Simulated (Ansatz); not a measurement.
Ansatz (a first-principles code) input:

Ansatz 0.2 input:
```yaml
crystal:
  periodic: [false, false, false]
  atoms:
    - {symbol: B, position_ang: [-0.00000000, -0.00000000, -0.20072794]}
    - {symbol: H, position_ang: [0.00000000, 0.00000000, 1.00363971]}
basis:
  gaussian:
    orbitals: def2-TZVPD
hamiltonian:
  xc: {name: B2GP-PLYP}
total_charge: 1
magnetization: {spin_polarized: true, initial_magnetization: 1}
correlation: {electrons: outside_noble_gas}
```

### Question
Which total energy does the run end on?

### Answer
-24.90874 Eh (B2GP-PLYP/def2-TZVPD). The basis has 46 functions.
